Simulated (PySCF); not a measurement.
CH6ClGeN, SMILES [Ge@@H]([CH3])([NH2])[Cl]. Geometry optimised at ωB97X-D3(BJ)/def2-SVP. The structure was generated by enumeration; whether it is a known compound was not checked. One conformer was computed; it need not be the lowest.

Computed with ωB97X-D3(BJ)/def2-SVP run with PySCF.

Harmonic wavenumbers (cm⁻¹): 110, 161, 183, 202, 252, 412, 551, 637, 638, 726, 755, 830, 856, 914, 1283, 1441, 1444, 1566, 2217, 3081, 3191, 3198, 3588, 3681. Rotational constants (GHz): 5.014, 2.746, 2.073; symmetry number 1.

**Question.** Work out the zero-point energy and the ideal-gas rigid-rotor harmonic-oscillator thermochemistry at 298.15 K and 1 atm.

**Answer.** ZPE = ½ Σ hcν = ½ × 31918 cm⁻¹ = 45.63 kcal/mol. H − E(el) = 50.60 kcal/mol. Entropy in cal/(mol K): translation 40.72, rotation 26.82, vibration 15.24, total 82.79. G − E(el) = 25.92 kcal/mol. Cp = 25.29 cal/(mol K). Modes under 150 cm⁻¹ make the vibrational entropy uncertain.
